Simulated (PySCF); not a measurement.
hydrogen fluoride (hydrogen fluoride), singlet, geometry from GFN2-xTB; WB97X-V/cc-pVTZ (PySCF).

The PySCF input:
```python
from pyscf import gto, scf, dft

mol = gto.Mole()
mol.atom = '''
    F    -0.000000   -0.000000   -0.093252
    H     0.000000    0.000000    0.839265
'''
mol.basis = 'cc-pvtz'
mol.charge = 0
mol.spin = 0
mol.verbose = 4
mol.build()

mf = dft.RKS(mol)
mf.xc = 'wb97x_v'
mf.kernel()
mf.analyze()
```

Question: Predict the main parts of the log of this PySCF run.

Answer: 
```
PySCF version 2.14.0

[INPUT] verbose = 4
[INPUT] num. atoms = 2
[INPUT] num. electrons = 10
[INPUT] charge = 0
[INPUT] spin (= nelec alpha-beta = 2S) = 0
[INPUT] symmetry False subgroup None
[INPUT] Mole.unit = angstrom
[INPUT] Symbol           X                Y                Z      unit          X                Y                Z       unit  Magmom
[INPUT]  1 F      0.000000000000   0.000000000000  -0.093252000000 AA    0.000000000000   0.000000000000  -0.176220740568 Bohr   0.0
[INPUT]  2 H      0.000000000000   0.000000000000   0.839265000000 AA    0.000000000000   0.000000000000   1.585980995933 Bohr   0.0

nuclear repulsion = 5.10724726549757
number of shells = 15
number of NR pGTOs = 58
number of NR cGTOs = 44
basis = cc-pvtz
ecp = {}

******** <class 'pyscf.dft.rks.RKS'> ********
method = RKS
initial guess = minao
damping factor = 0
level_shift factor = 0
DIIS = <class 'pyscf.scf.diis.CDIIS'>
diis_start_cycle = 1
diis_space = 8
diis_damp = 0
SCF conv_tol = 1e-09
SCF conv_tol_grad = None
SCF max_cycles = 50
direct_scf = True
direct_scf_tol = 1e-13
XC library pyscf.dft.libxc version 7.1.2
    S. Lehtola, C. Steigemann, M. J. T. Oliveira, and M. A. L. Marques,  SoftwareX 7, 1–5 (2018)
XC functionals = wb97x_v
    N. Mardirossian and M. Head-Gordon,  Phys. Chem. Chem. Phys. 16, 9904–9924 (2014)
radial grids:
    Treutler-Ahlrichs [JCP 102, 346 (1995); DOI:10.1063/1.469408] (M4) radial grids

becke partition: Becke, JCP 88, 2547 (1988); DOI:10.1063/1.454033
pruning grids: <function nwchem_prune>
grids dens level: 3
symmetrized grids: False
atomic radii adjust function: <function treutler_atomic_radii_adjust>
** Following is NLC and NLC Grids **
NLC functional = wb97x_v
radial grids:
    Treutler-Ahlrichs [JCP 102, 346 (1995); DOI:10.1063/1.469408] (M4) radial grids

becke partition: Becke, JCP 88, 2547 (1988); DOI:10.1063/1.454033
pruning grids: <function nwchem_prune>
grids dens level: 3
symmetrized grids: False
atomic radii adjust function: <function treutler_atomic_radii_adjust>
small_rho_cutoff = 0
Set gradient conv threshold to 3.16228e-05
Initial guess from minao.
tot grids = 24072
tot grids = 24072
init E= -100.298726303724
  HOMO = -0.573599024137011  LUMO = 0.0598767211942075  gap/eV = 17.23775
cycle= 1 E= -100.40751434593  delta_E= -0.109  |g|= 0.477  |ddm|= 0.796
  HOMO = -0.412374008442937  LUMO = 0.113805200663155  gap/eV = 14.31807
cycle= 2 E= -100.415478523621  delta_E= -0.00796  |g|= 0.487  |ddm|= 0.373
  HOMO = -0.516534634786115  LUMO = 0.107572867203741  gap/eV = 16.98283
cycle= 3 E= -100.444650385763  delta_E= -0.0292  |g|= 0.0244  |ddm|= 0.15
  HOMO = -0.514109156561852  LUMO = 0.112574223385126  gap/eV = 17.05292
cycle= 4 E= -100.444714840647  delta_E= -6.45e-05  |g|= 0.00493  |ddm|= 0.00798
  HOMO = -0.515287908014852  LUMO = 0.112883162170611  gap/eV = 17.09341
cycle= 5 E= -100.444719113935  delta_E= -4.27e-06  |g|= 0.000462  |ddm|= 0.00459
  HOMO = -0.515245943259042  LUMO = 0.11291847358261  gap/eV = 17.09322
cycle= 6 E= -100.44471918864  delta_E= -7.47e-08  |g|= 4.38e-05  |ddm|= 0.000779
  HOMO = -0.51524333651089  LUMO = 0.112917170487373  gap/eV = 17.09312
cycle= 7 E= -100.444719189592  delta_E= -9.52e-10  |g|= 5.8e-06  |ddm|= 6.65e-05
  HOMO = -0.515245108833345  LUMO = 0.112916911166735  gap/eV = 17.09316
Extra cycle  E= -100.444719189607  delta_E= -1.51e-11  |g|= 2.58e-06  |ddm|= 5.64e-06
converged SCF energy = -100.444719189607
**** SCF Summaries ****
Total Energy =                        -100.444719189606744
Nuclear Repulsion Energy =               5.107247265497573
One-electron Energy =                 -150.429776883349746
Two-electron Energy =                   44.877810428245425
Two-electron Coulomb Energy =           55.673219440249021
DFT Exchange-Correlation Energy =      -10.795409012003594
HOMO-LUMO gap [eV] =                    17.093159209325151
**** MO energy ****
MO #1   energy= -24.7405022314672  occ= 2
MO #2   energy= -1.31352520949066  occ= 2
MO #3   energy= -0.649599019219878 occ= 2
MO #4   energy= -0.515245108833384 occ= 2
MO #5   energy= -0.515245108833345 occ= 2
MO #6   energy= 0.112916911166735  occ= 0
MO #7   energy= 0.47160591496055   occ= 0
MO #8   energy= 0.751774519610668  occ= 0
MO #9   energy= 0.76500343139276   occ= 0
MO #10  energy= 0.765003431392771  occ= 0
MO #11  energy= 0.905789905344322  occ= 0
MO #12  energy= 0.905789905344331  occ= 0
MO #13  energy= 1.28601474139236   occ= 0
 ** Mulliken pop on meta-lowdin orthogonal AOs  **
 ** Mulliken pop  **
 ** Mulliken atomic charges  **
charge of    0F =     -0.42446
charge of    1H =      0.42446
Dipole moment(X, Y, Z, Debye): -0.00000,  0.00000,  1.84559
```
